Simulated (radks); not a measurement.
Ionisation of the erbium ion Er3+, [Xe] 4f11, to [Xe] 4f10 as the strength of local exchange is varied. All-electron calculation, scalar-relativistic Kohn-Sham, Slater X-alpha exchange (alpha = 2/3 is LDA exchange), no correlation, spin-polarised, spherical densities, finite nucleus; open shells are filled with parallel spins first (spin-orbit coupling, left out, can overturn this in heavy ions); Fermi nuclear charge, rms radius 5.2516 fm. Program: a radial shooting solver on a logarithmic mesh with Libxc functionals.

alpha  E(Er3+) (hartree)  exchange (hartree)  IE (eV)  -e of the level emptied (eV)  <r> of it (bohr)
0.615        -13048.0925           -240.8714   40.848                   31.124 (4f)            0.7848
0.667        -13068.5614           -261.6733   42.448                   32.593 (4f)            0.7771
0.688        -13076.8374           -270.0930   43.103                   33.198 (4f)            0.7741
0.696        -13079.9916           -273.3034   43.354                   33.429 (4f)            0.7730
0.697        -13080.3859           -273.7049   43.386                   33.458 (4f)            0.7729
0.835        -13134.9245           -329.3372   47.844                   37.594 (4f)            0.7543
0.951        -13180.9534           -376.4641   51.769                   41.264 (4f)            0.7399

NIST Atomic Spectra Database: 42.42 eV (semi-empirical). The Delta-SCF value meets it near alpha = 0.67. Open shells are spherical and high-spin; term and fine-structure splittings are not resolved. Spin-orbit splitting is averaged out at the scalar-relativistic level. No tabulated value is given for the 4+ ions of Nd, Pm and Eu to Yb, where it belongs to another shell than the one emptied here.
